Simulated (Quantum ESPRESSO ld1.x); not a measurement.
Problem. The mean radii <r> (bohr) of the occupied orbitals of an atom or ion are listed with their occupations. Calculated with ld1.x of Quantum ESPRESSO 7.5: Dirac Kohn-Sham, LDA (Slater exchange, Perdew-Zunger correlation), spin-unpolarised, spherical densities, point nucleus.

| orbital | occ. | <r> |
|---|---|---|
| 1s1/2 | 2 | 0.08113 |
| 2s1/2 | 2 | 0.3754 |
| 2p1/2 | 1.66667 | 0.3324 |
| 2p3/2 | 3.33333 | 0.3346 |

Name the element and its charge. Open shells, if any, are shared by 2j + 1.

Solution. Z = 19, potassium, charge +10: K10+ in [He] 2s2 2p5. The 1s radius gives Z: for a bare nucleus <r> = (2 gamma + 1)/(2Z) with gamma = sqrt(1 - (Z/c)^2), 0.07844 bohr for Z = 19, and screening makes it slightly larger (0.08113 here). The occupations add up to 9, and the charge is Z minus that.
